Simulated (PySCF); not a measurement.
**Iridium: a sound run and one with changed settings**

Sound run: Ir [Xe] 4f14 5d7 6s2, Ir⁺ [Xe] 4f14 5d7 6s1. Computed with PySCF 2.14 in def2-TZVP with the def2 core potential (60 electrons), with a scalar-relativistic core potential. The sound run starts from symmetry-adapted Hartree-Fock orbitals and uses a fine grid where one is needed.

A second run was set up differently.

```csv
species,method,sound run (hartree),changed run (hartree),converged
Ir,UHF,-103.44321,-103.44321,yes
Ir,BP86,-104.36338,-107.21109,yes
Ir,TPSS,-104.21912,-107.39001,yes
Ir⁺,UHF,-103.18504,-103.18504,yes
Ir⁺,BP86,-104.02983,-106.77651,yes
Ir⁺,TPSS,-103.90028,-106.95979,yes
```

Ionisation energy of Ir:

```json
{"method": "UHF", "sound run (eV)": "7.025", "changed run (eV)": "7.025"}
```

Q: What was changed?
A. minimal basis
B. angular grid far too coarse
C. a valence shell is frozen
D. all electrons correlated in a valence basis

A: B. It used 6 angular points. A coarse angular grid integrates products of high-l functions wrongly, so density functionals can shift, and the SCF can exploit the error; Hartree-Fock and MP2 need no grid.
